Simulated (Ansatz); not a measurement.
Z-matrix (Å, degrees):
```
C
B 1 1.566
H 1 1.095 2 111.1
H 1 1.092 2 114.9 3 125.1
H 1 1.100 2 108.5 3 -115.1
C 2 1.568 1 121.0 3 -135.2
C 2 1.569 1 120.5 3 45.7
H 6 1.096 2 111.3 1 -48.6
H 6 1.098 2 108.3 1 66.3
H 6 1.093 2 115.2 1 -172.9
N 7 1.454 2 116.7 1 -6.5
H 7 1.100 2 106.4 1 -128.3
H 7 1.109 2 105.8 1 122.0
H 11 1.011 7 111.7 2 171.5
H 11 1.011 7 111.0 2 52.0
```

The species carries charge 0 and has multiplicity 1.

Q: List the CAM-B3LYP/def2-TZVPP orbital energies in eV (the Gaussian-basis code of Ansatz). (Best estimate.)

A: The calculation gave: Occupied: -390.74, -278.63, -277.82, -277.79, -185.07, -25.92, -21.63, -20.56, -19.74, -15.25, -14.06, -13.60, -13.23, -12.73, -12.26, -12.11, -11.99, -10.13, -9.81, -8.13. Lowest empty: 1.03, 1.46, 2.22, 2.68, 3.34, 3.55, 4.01, 4.10.
